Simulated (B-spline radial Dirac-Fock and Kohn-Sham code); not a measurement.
## Auger decay of the 4d3/2 hole in Ir⁴⁺

System: iridium as Ir⁴⁺ in the configuration 1s2 2s2 2p6 3s2 3p6 3d10 4s2 4p6 4d10 4f14 5s2 5p6 5d5.

Input of the calculation (task.json; shells as n, l, electrons):

```json
{"items": [{
  "Z": 77,
  "q": 4,
  "cfg": [[1, 0, 2], [2, 0, 2], [2, 1, 6], [3, 0, 2], [3, 1, 6], [3, 2, 10], [4, 0, 2], [4, 1, 6], [4, 2, 10], [4, 3, 14], [5, 0, 2], [5, 1, 6], [5, 2, 5]],
  "A": 193,
  "rrms": 5.4032,
  "do": ["binding", "quiet", "decay"],
  "holes": ["K", "L1", "L2", "L3", "M1", "M2", "M3", "M4", "M5", "N1", "N2", "N3", "N4", "N5", "N6", "N7"]
}]}
```

Command: `python xray_run.py task.json out`

These are calculated numbers from a radial atomic solver; the model is a relativistic independent-particle model: LDA orbitals of the hole state, radiative multipoles to third order, Auger rates from the Coulomb interaction with a continuum orbital, Dirac-Fock energies. Kinetic energies are configuration averages from the vacuum level; the two-hole energies are estimated from single-hole states.

```csv
transition,kinetic energy (eV),width (meV),share (%)
N4-N6O1,71.55,547,7.4
N4-N7O1,74.55,50.0,0.7
N4-N6N6,101.0,1070,14.5
N4-N6N7,103.3,3360,45.5
N4-N7N7,106.9,43.3,0.6
N4-N6O2,111.0,441,6.0
N4-N7O2,113.8,103,1.4
N4-N6O3,125.8,645,8.7
N4-N7O3,128.9,43.9,0.6
N4-O1O4,143.0,30.4,0.4
N4-N6O4,178.6,276,3.7
N4-N6O5,180.2,288,3.9
N4-N7O4,181.5,314,4.3
N4-O3O4,195.9,34.1,0.5
```

Coster-Kronig rates are the weakest part of this model and often come out 1.5 to 2.5 times too large. Super-Coster-Kronig decay this fast strains the one-particle picture, and such widths tend to come out too large. The listed channels hold 98 % of the non-radiative rate. Summed by principal shells, of 7.37 eV in all: NNN 60.7 %, NNO 36.9 %, NOO 2.4 %.
